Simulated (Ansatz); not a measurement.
```yaml
crystal:
  periodic: [false, false, false]
  atoms:
    - {symbol: O, position_ang: [0.217675, -1.009430, 1.358890]}
    - {symbol: P, position_ang: [1.305853, 0.110373, 1.125435]}
    - {symbol: O, position_ang: [1.653246, -0.167645, -0.389365]}
    - {symbol: P, position_ang: [0.626309, -0.306308, -1.580492]}
    - {symbol: O, position_ang: [-0.363767, -1.365963, -0.956416]}
    - {symbol: P, position_ang: [-1.051454, -1.290108, 0.462714]}
    - {symbol: O, position_ang: [-1.653234, 0.167655, 0.389384]}
    - {symbol: P, position_ang: [-0.880710, 1.486046, -0.007660]}
    - {symbol: O, position_ang: [0.363779, 1.365972, 0.956405]}
    - {symbol: O, position_ang: [-0.217688, 1.009428, -1.358895]}
basis:
  gaussian: {orbitals: pcseg-2}
hamiltonian: {xc: {name: PBE0-DH}}
```

```sh
$ ansatz run in.yaml --threads 2 --pin off --events-out ev --progress --plain --max-ram 22528MiB --backend cuda --devices 0, --max-vram 18GiB
```

Output, abridged:

```
Functional definition: PBE0-DH
2068 factors; integrals over basis functions are off by at most 4.3e-4 eV
mean field evaluation 1: about -49401.3186 eV, gradient 8.6e1 eV
mean field evaluation 2: about -49402.3152 eV, gradient 8.7e1 eV
mean field evaluation 4: about -49413.1029 eV, gradient 3.6e0 eV
mean field evaluation 8: about -49413.1933 eV, gradient 1.8e-1 eV
mean field evaluation 16: about -49413.1934 eV, gradient 7.4e-5 eV
mean field -49413.19345020 eV, -1815.9013658294 hartree, gradient 6.9e-6 eV, S^2 0.000000; 0 other end points of the search recorded, 0 dependent functions left out
26 core orbitals not correlated: weight in the atoms' cores, before any rotation towards them, 1.000 or more for the frozen orbitals, at most 0.000 for the correlated occupied ones
reference -49413.19347201 eV, -1815.9013666310 hartree; 28, 28 occupied and 262, 262 virtual orbitals, 2068 factors
second order -61.74798414 eV of doubles, -0.00000000 eV of singles
Total energy: -49420.91197003 eV, -1816.1850162013 hartree
```

Hardware: 2 threads of an AMD EPYC 7R13 on a shared host and a share of an NVIDIA H100 80 GB. Wall time 3 s, peak host memory 1.6 GiB.
